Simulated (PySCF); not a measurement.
# [Ho(H2O)4]3+ at several levels of theory

Computed with PySCF 2.14.0 (density fitting, no spin-orbit coupling) at the geometry relaxed with TPSS:

```xyz
13
[Ho(H2O)4]3+ (singlet in the valence; each metal's 4f electrons, 10 of them, lie in its core potential, out of spins and levels)
Ho    0.0000    0.0000    0.0000
O     1.3492    1.3244    1.2574
H     2.1603    1.0660    1.7702
H     1.2757    2.3025    1.4189
O    -1.3491   -1.2574    1.3244
H    -1.2755   -1.4191    2.3025
H    -2.1606   -1.7700    1.0660
O     1.3492   -1.3244   -1.2574
H     1.2757   -2.3025   -1.4189
H     2.1603   -1.0660   -1.7702
O    -1.3491    1.2574   -1.3244
H    -2.1606    1.7700   -1.0660
H    -1.2755    1.4191   -2.3025
```

| level | basis | state | HOMO (eV) | gap (eV) | charge on Ho1 (e) | population of f-type functions on Ho1 (polarisation alone where 4f lies in the core) | dipole about the centre of mass (D) | largest force component (eV/Å) |
| --- | --- | --- | --- | --- | --- | --- | --- | --- |
| TPSS | Ho lcecp-1-SVP with ECP56, O def2-SVP, H def2-SVP | singlet | -22.58 | 6.74 | 1.64 | 0.04 | 0.00 | 0.00 |
| wB97X | the same | singlet | -26.97 | 14.12 | 1.74 | 0.05 | 0.00 | 0.44 |
| TPSS | Ho lcecp-1-TZVP with ECP56, O def2-TZVP, H def2-TZVP | singlet | -22.61 | 6.83 | 2.05 | 0.06 | 0.00 | 0.29 |

In the lcecp rows the 4f levels are missing from HOMO and gap, and the state counts the valence alone.

Charges are Mulliken's, which hang on the basis. The relaxation used the grid (50, 194), these runs (75, 302) or, all-electron (x2c bases, spin-free X2C Hamiltonian), (99, 590).

Q: A further run in the first row's basis gives HOMO (eV) -29.22, gap (eV) 17.93, charge on Ho1 (e) 2.10, population of f-type functions on Ho1 (polarisation alone where 4f lies in the core) 0.04, dipole about the centre of mass (D) 0.00, largest force component (eV/Å) 1.28. Which level was it?
A. r2SCAN
B. revPBE
C. HF

A: C. The others give HOMO -22.44 eV (revPBE); -22.94 eV (r2SCAN).

In the first row's basis the gap widens with exact exchange: 6.4 to 7.2 eV for revPBE, TPSS, r2SCAN (none); 14.1 to 17.9 eV for wB97X, Hartree–Fock (rising or full at long range).

No frequency check is given that shows the relaxed geometry to be a minimum. An lcecp potential fixes the number of 4f electrons, so in runs with it no electron can move into or out of that shell.
